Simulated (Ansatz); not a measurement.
**A geometry optimisation of CuH3N2 with PBE0-D3(BJ)/def2-SVP**

The starting geometry of this gas-phase singlet was optimised with GFN2-xTB.

```yaml
atoms:
  - { symbol: Cu, position_ang: [0.7045, 0.1002, -0.0503] }
  - { symbol: N, position_ang: [-1.0992, 0.2164, 0.5037] }
  - { symbol: N, position_ang: [-0.9199, -0.4718, -0.6040] }
  - { symbol: H, position_ang: [1.7957, 0.7857, 0.6337] }
  - { symbol: H, position_ang: [-1.0267, -1.4821, -0.3738] }
  - { symbol: H, position_ang: [-1.3089, 1.1958, 0.2788] }
```

Q: Predict what it relaxes into with PBE0-D3(BJ)/def2-SVP.

A: A bond breaks, giving a structure given below by its coordinates. Contacts that open: Cu1–N2 (1.89 → 2.90 Å).

The energy falls by 0.98 eV over 18 steps:

```json
{"step": "1", "E − E(last) (eV)": "0.981"}
{"step": "3", "E − E(last) (eV)": "0.608"}
{"step": "5", "E − E(last) (eV)": "0.582"}
{"step": "7", "E − E(last) (eV)": "0.581"}
{"step": "9", "E − E(last) (eV)": "0.519"}
{"step": "10", "E − E(last) (eV)": "0.465"}
{"step": "12", "E − E(last) (eV)": "0.080"}
{"step": "14", "E − E(last) (eV)": "0.017"}
{"step": "16", "E − E(last) (eV)": "0.000"}
{"step": "18", "E − E(last) (eV)": "0.000"}
```

Final geometry (Å):

```yaml
atoms:
  - { symbol: Cu, position_ang: [1.0174, 0.1890, 0.1543] }
  - { symbol: N, position_ang: [-1.8797, 0.1486, 0.0450] }
  - { symbol: N, position_ang: [-0.7856, -0.4052, -0.1130] }
  - { symbol: H, position_ang: [2.4290, 0.6718, 0.3697] }
  - { symbol: H, position_ang: [-0.9420, -1.3678, -0.4551] }
  - { symbol: H, position_ang: [-1.6937, 1.1077, 0.3870] }
```

Frequencies at the end are all real (lowest 207 cm⁻¹). Run with Ansatz 0.2.0, 110 s on 1 thread of AMD EPYC (Zen 3), with other jobs on the host.
